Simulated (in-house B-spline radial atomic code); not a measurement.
The outermost shell (largest non-relativistic mean radius) with and without relativity; Dirac values are averaged over j. Computed with an all-electron radial atomic-structure program (B-spline basis): non-relativistic Hartree-Fock and Dirac-Hartree-Fock, averages of the configuration (point nuclei without relativity, finite nuclei with it).

```
 ion  configuration  outermost shell  radius non-relativistic (bohr)  radius Dirac (bohr)  radius change (%)  level non-relativistic (eV)  level Dirac (eV)
 C5+            1s1               1s                            0.25              0.24984          -0.063922                     -489.805           -490.04
 N5+            1s2                ?                               ?                    ?                  ?                            ?                 ?
 O5+       [He] 2s1                ?                               ?                    ?                  ?                            ?                 ?
 F5+       [He] 2s2               2s                         0.80846              0.80744           -0.12658                     -154.165           -154.34
Ne5+   [He] 2s2 2p1               2s                         0.73824              0.73706           -0.15891                     -172.631           -172.88
```

Fill in the row of N5+.

outermost shell: 1s; radius non-relativistic (bohr): 0.22647; radius Dirac (bohr): 0.22629; radius change (%): -0.080783; level non-relativistic (eV): -552.169; level Dirac (eV): -552.5.

Fill in the row of O5+.

outermost shell: 2s; radius non-relativistic (bohr): 0.89424; radius Dirac (bohr): 0.89334; radius change (%): -0.10092; level non-relativistic (eV): -137.883; level Dirac (eV): -138.01.

Which member changes most?

Neon (Ne5+): its 2s shell contracts by 0.2 %.
